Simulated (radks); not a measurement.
Species: Kr14+. Configuration: [Ne] 3s1 3p6 3d4 4p1 (not the ground configuration).

Calculated with a radial shooting solver on a logarithmic mesh with Libxc functionals: non-relativistic Kohn-Sham, RPBE, spin-polarised, spherical densities, point nucleus; open shells are filled with parallel spins first.

Energy parts (eV):
part                       energy
total                  -72052.218
kinetic                 72026.748
electron-nucleus      -162357.350
Hartree                 20473.297
exchange-correlation    -2194.913

Orbitals (lengths in bohr, moments of r in powers of bohr; r(max) is where P^2 peaks; r(90%) holds 90 % of the orbital's charge):
orbital  occ.  eigenvalue (eV)   r(max)  r(90%)  <1/r>
1s up       1        -14363.59  0.02804  0.0755  35.50
1s down     1        -14362.23  0.02804  0.0755  35.50
2s up       1        -2269.322   0.1580   0.288  7.910
2s down     1        -2261.196   0.1578   0.288  7.929
2p up       3        -2097.610   0.1251   0.262  7.883
2p down     3        -2091.345   0.1249   0.262  7.899
3s up       1        -654.4357   0.4563   0.729  2.880
3s down     0        -641.2452   0.4576   0.733  2.856
3p up       3        -593.8296   0.4420   0.731  2.805
3p down     3        -580.3935   0.4436   0.737  2.781
3d up       4        -490.6200   0.3702   0.707  2.655
3d down     0        -476.1614   0.3721   0.715  2.639
4p up       1        -265.8002    1.038    1.53  1.295
4p down     0        -259.9594    1.044    1.53  1.290

The highest occupied level is 4p up at -265.80 eV. The configuration is held as typed, so some empty levels lie below it. The spin density at the nucleus is 273.8 e/bohr^3 (1s 0.9, 2s -6.7, 3s 279.6), a Fermi contact field of 1.44e+04 T. The density falls to 0.001 e/bohr^3 at r = 2.01 bohr. Virial ratio -V/T = 2.00035. Summed over all electrons, <r^2> = 4.496 bohr^2, which gives a Langevin (diamagnetic) susceptibility term of -3.56 x 10^-6 cm^3/mol.
